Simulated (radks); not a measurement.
Species: Sr3+. Configuration: [Ar] 3d10 4s2 4p5.

All-electron calculation, scalar-relativistic Kohn-Sham, r2SCAN, spin-polarised, spherical densities, finite nucleus; open shells are filled with parallel spins first (spin-orbit coupling, left out, can overturn this in heavy ions); meta-GGA in the generalised Kohn-Sham scheme; Fermi nuclear charge, rms radius 4.224 fm. Program: a radial shooting solver on a logarithmic mesh with Libxc functionals.

Energy parts (hartree):
| part | energy |
|---|---|
| total | -3177.78470 |
| kinetic | 3258.93890 |
| electron-nucleus | -7614.70259 |
| Hartree | 1282.51182 |
| exchange-correlation | -104.53283 |

Orbitals (lengths in bohr, moments of r in powers of bohr):
| orbital | occ. | eigenvalue (hartree) | <r> | <r^4> |
|---|---|---|---|---|
| 1s up | 1 | -588.2383 | 0.03917 | 0.00001105 |
| 1s down | 1 | -588.2317 | 0.03917 | 0.00001105 |
| 2s up | 1 | -81.01413 | 0.1723 | 0.002120 |
| 2s down | 1 | -81.01270 | 0.1723 | 0.002120 |
| 2p up | 3 | -72.02858 | 0.1504 | 0.001531 |
| 2p down | 3 | -72.02358 | 0.1504 | 0.001531 |
| 3s up | 1 | -13.64893 | 0.4907 | 0.1198 |
| 3s down | 1 | -13.64349 | 0.4907 | 0.1196 |
| 3p up | 3 | -10.71567 | 0.4975 | 0.1387 |
| 3p down | 3 | -10.70892 | 0.4974 | 0.1383 |
| 3d up | 5 | -5.89066 | 0.4977 | 0.1859 |
| 3d down | 5 | -5.88238 | 0.4971 | 0.1841 |
| 4s up | 1 | -2.60538 | 1.329 | 5.998 |
| 4s down | 1 | -2.55337 | 1.331 | 6.073 |
| 4p up | 3 | -1.88757 | 1.487 | 9.798 |
| 4p down | 2 | -1.83796 | 1.493 | 10.03 |

The highest occupied level is 4p down at -50.013 eV. The spin density at the nucleus is 0.2583 e/bohr^3 (1s -0.3899, 2s 0.1861, 3s 0.3758, 4s 0.0863). The density falls to 0.001 e/bohr^3 at r = 3.14 bohr. Spin moment in Bohr magnetons: 1. For comparison, the ionisation energy in NIST's Atomic Spectra Database is 56.280 eV (semi-empirical). In exact Kohn-Sham theory the highest level is minus the ionisation energy, but local and semilocal functionals leave it too shallow, through self-interaction and a potential that decays too fast; potentials with the right tail come closer. Summed over all electrons, <r^2> = 22.17 bohr^2, which gives a Langevin (diamagnetic) susceptibility term of -17.6 x 10^-6 cm^3/mol.
